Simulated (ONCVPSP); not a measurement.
# Configuration tests for La (ONCV)

* Element: lanthanum (La)
* Generator: ONCVPSP 4.0.1
* Type: optimised norm-conserving Vanderbilt (ONCV)
* Functional: LDA (Perdew-Wang 92)
* Relativity: scalar-relativistic
* Frozen core: [Xe]
* Valence charge: 3
* Reference configuration: 5d1 6s2
* Partial waves: 6s: rc 4.00 bohr, ncon 3, nbas 6, qcut 1.6 1/bohr, 2 projectors, debl 2.3 Ha; p scattering state at 0.05 Ha: rc 3.60 bohr, ncon 3, nbas 7, qcut 2.3 1/bohr, 2 projectors, debl 1.5 Ha; 5d: rc 4.00 bohr, ncon 4, nbas 9, qcut 4.1 1/bohr, 1 projector; f scattering state at 0.02 Ha: rc 3.25 bohr, ncon 5, nbas 10, qcut 3.9 1/bohr, 2 projectors, debl 0.6 Ha
* Local potential: polynomial inside 2.20 bohr (lpopt 5, dvloc0 3 Ha)
* Core correction: Teter function, fcfact 3.25, rcfact 1.1

In the f channel the program set the typed energies aside and used -0.169, 0.431 Ha.

Energies are relative to the spin-unpolarised reference configuration 5d1 6s2; without spin polarisation the order of configurations can differ from experiment.

```
valence configuration  charge  ΔE all-electron (eV)  error AE − PS (meV)
            5d1 6s1.5    +0.5                 2.480                 +1.9
          4f1 5d0 6s1      +1                 6.319                +1839
```

Question: What are ΔE and the potential's error for 5d1 6s1?

Answer: ΔE = 6.158 eV all-electron; the error (AE − PS) is +9.5 meV.

Question: What are ΔE and the potential's error for 5d1 6s0?

Answer: ΔE = 17.305 eV all-electron; the error (AE − PS) is +62 meV.

These tests converged, but a pseudo level misses the all-electron one widely, so the file describes the atom poorly there or has found another state: 4f1 5d0 6s1: 4f by 3.3 eV.

Note: no bound ghost flagged; GHOST(+) flagged for s at 45.7 eV, p at 48.8 eV.
